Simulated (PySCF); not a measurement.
Computed with B3LYP-D3(BJ)/def2-TZVP run with PySCF. Gas-phase values, no solvent. B3LYP has the VWN-RPA correlation part, as in Gaussian. Delta-SCF ions had no search for a lower state. 

Reference species (SMILES): `B` (neutral, multiplicity 1).

* **vertical ionisation energy (Delta-SCF)**: 13.14 eV

Changed species: `NB(N)N` (0 of 3 NH2 replaced by H; the reference has 3 of 3 NH2 replaced by H).

Question: Give the shifts of the vertical ionisation energy (Delta-SCF).

Answer: the vertical ionisation energy (Delta-SCF) falls by 4.32 eV, to 8.82 eV.
